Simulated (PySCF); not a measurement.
Ethylgermane, C₂H₈Ge.
Numbering: `[CH3:1][CH2:2][GeH3:3]` (hydrogens: H4, H5, H6 on C1; H7, H8 on C2; H9, H10, H11 on Ge3)

Cartesian coordinates in Å at the PBE0-D3(BJ)/def2-SVP level; atoms count from 1:
```xyz
11
C2H8Ge angstrom
C     -1.7456    0.4380   -0.2215
C     -0.6707   -0.2708    0.5926
Ge     1.1480    0.0491   -0.0670
H     -2.7537    0.2368    0.1752
H     -1.6049    1.5306   -0.2170
H     -1.7383    0.1139   -1.2745
H     -0.7022    0.0483    1.6474
H     -0.8354   -1.3609    0.5965
H      1.2766   -0.4444   -1.5233
H      2.1876   -0.6888    0.7996
H      1.4621    1.5596   -0.0398
```

Level of theory: core-valence-separated Tamm–Dancoff BHandHLYP/aug-pcX-1 (pcseg-1 on H, def2-SVPD on Ge) in PySCF, non-relativistic, gas phase, PBE0-D3(BJ)/def2-SVP geometry. BHandHLYP without relativity tends to put these K edges a few eV too low, so spacings mean more than positions.

**Question.** Give energies, oscillator strengths and core holes at the C K edge.

**Answer.** 
| E (eV) | f | core hole on | main final orbital |
| --- | --- | --- | --- |
| 285.41 | 0.0148 | C2 | LUMO (48 %) |
| 285.42 | 0.0026 | C1 | LUMO (74 %) |
| 285.81 | 0.0397 | C2 | spread |
| 286.11 | 0.0302 | C2 | LUMO+3 (68 %) |
| 286.21 | 0.0316 | C1 | LUMO+4 (47 %) |
| 286.27 | 0.0318 | C1 | LUMO+3 (56 %) |
| 286.47 | 0.0026 | C1 | LUMO+1 (77 %) |
| 286.56 | 0.0010 | C2 | LUMO+1 (63 %) |
| 286.95 | 0.0016 | C2 | LUMO+2 (40 %) |
| 287.26 | 0.0005 | C1 | LUMO+2 (62 %) |

The first line with a tenth or more of the strongest one's intensity is at 285.41 eV (f = 0.015), with the hole on C2 (sp3 carbon bound to germanium). The strongest listed is at 285.81 eV (f = 0.040; C2).

Roots within 0.03 eV whose holes lie on the same, on equivalent or on shared atoms are summed into one line, and the highest roots are left out, as the search may have cut off their partners. Final orbitals are the ground state's empty Kohn–Sham orbitals.

**Question.** What is the summed oscillator strength of the listed C K lines, and their intensity-weighted mean energy?

**Answer.** Σf = 0.156 over 10 lines from 285.41 to 287.26 eV; the weighted mean is 286.03 eV. The strongest line holds 25 % of the sum.

Only the lowest roots of each edge were sought. The BHandHLYP/aug-pcX-1 (pcseg-1 on H, def2-SVPD on Ge) calculation is non-relativistic and has no spin–orbit coupling, an omission that weighs most on germanium.
